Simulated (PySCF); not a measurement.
Gas-phase reaction: 2 GaCl2NH2 → GaHCl2 + 2 HCl + 2 N + GaH. Level: PBE0/def2-QZVP†; standard pressure 1 bar.

Method: PySCF energies plus ideal-gas RRHO corrections (1 bar). † marks an energy on the PBE0/def2-TZVP geometry and frequencies. Open shells (unrestricted): N (multiplicity 4); the rest are closed-shell singlets. Ga: all electrons, no relativistic terms. GaCl2NH2, GaHCl2, GaH: computed as isolated molecules; such fragments, hydroxides, amides, oligomers or adducts are transient or little studied in the gas. The harmonic model lacks anharmonicity and excited electronic states, which grow with temperature; levels with a mode under 35 cm⁻¹ are left out. Soft modes under 120 cm⁻¹ make the harmonic entropy rough for GaCl2NH2.

```csv
T (K),1000/T (1/K),log10 K
1000,1.0000,-48.18
1200,0.8333,-35.97
1400,0.7143,-27.27
1600,0.6250,-20.76
1800,0.5556,-15.71
2000,0.5000,?
```

Fit log10 K = a + b·(1000/T) to the five rows, get the mean ΔH° and ΔS°, and predict log10 K at 2000 K.

Means: 1000/T = 0.7456, log10 K = -29.578. Sums of products about the means: Sxy = -9.06354, Sxx = 0.124035, so b = Sxy/Sxx = -73.07 and a = -29.578 − (-73.07)×0.7456 = 24.91.
ΔH° = −R ln 10 × 1000 K × b = −19.145 × (-73.07) = 1399 kJ; ΔS° = R ln 10 × a = 477 J/K. The run's own values go from 1403 kJ and 481 J/K at 1000 K to 1387 kJ and 470 J/K at 2000 K.
Prediction at 2000 K: 24.91 + (-73.07)×0.5000 = -11.62. The computed value is -11.68, 0.06 from the line.
For scale, ΔH°(298 K) is 1406 kJ at this level, 1397 kJ at ωB97M-V/def2-TZVP†, and runs from 806 to 2072 kJ over the 20 levels computed.
